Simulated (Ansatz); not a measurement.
Reaction (hydrogenolysis of a B–F bond): `CB(O)F` + H₂ → `CBO` + H–F

Calculated with Ansatz (gas phase, PBE0-D4/def2-TZVP geometries, no zero-point term in ΔE). CCSD(T)/CBS adds triple-zeta CCSD(T) − MP2 to the extrapolated MP2 energy (def2 sets, frozen cores). This one scheme is used for every species. DFT in def2-TZVPP. B3LYP here is the variant with VWN-RPA as its local correlation; programs differ in this. HSE06 is defined as in plane-wave codes. One conformer a species, not always the lowest.

`CB(O)F`:

Cartesian coordinates in Å:
```
C 0.776 0.627 0.217
B -0.513 -0.205 -0.057
O -0.467 -1.455 -0.575
F -1.718 0.316 0.222
H 0.830 0.904 1.274
H 1.685 0.090 -0.051
H 0.745 1.567 -0.343
H -1.339 -1.844 -0.688
```

H₂:

Cartesian coordinates in Å:
```
H 0.335 0.060 -0.154
H -0.335 -0.060 0.154
```

`CBO`:

```xyz
8

C     0.109   -0.321    0.947
B    -0.167    0.349   -0.432
O     0.274   -0.251   -1.566
H     0.661   -1.260    0.870
H    -0.834   -0.510    1.472
H     0.669    0.363    1.594
H    -0.767    1.392   -0.524
H     0.054    0.238   -2.362
```

H–F:

Z-matrix (Å, degrees):
```
F
H 1 0.920
```

(1) Is it downhill or uphill in electronic energy at CCSD(T)/CBS, and by how much? (Estimate.)

(2) What do these levels give: B3LYP-D4, r2SCANh-D4, B2PLYP, revPBE, HSE06, LC-ωPBE, HF/def2-SVP, MP2/def2-SVP, CCSD/def2-SVP, MP2/def2-TZVPP, CCSD/def2-TZVPP, CCSD/CBS(def2)? (Best estimate.)

Largest T1 diagnostic among the species: 0.012.

Results:

(1) Computed: Uphill: ΔE = +31.1 kcal/mol.

(2) The calculation gave: B3LYP-D4 32.9, r2SCANh-D4 34.0, B2PLYP 32.5, revPBE 30.8, HSE06 31.3, LC-ωPBE 31.7, HF/def2-SVP 34.6, MP2/def2-SVP 36.3, CCSD/def2-SVP 35.1, MP2/def2-TZVPP 32.1, CCSD/def2-TZVPP 31.5, CCSD/CBS(def2) 30.8 kcal/mol.

Leaving LDA and LC-ωPBE aside and taking each functional with its dispersion term where it has one, the values, not all of them listed here, spread over 3.0 kcal/mol, from HSE06-D4 to B97M-V. LDA lies +1.8 kcal/mol from PBE without D4. From r2SCAN to r2SCAN0 (25 % exact exchange), in def2-TZVPP and without D4, ΔE moves by −0.8 kcal/mol.
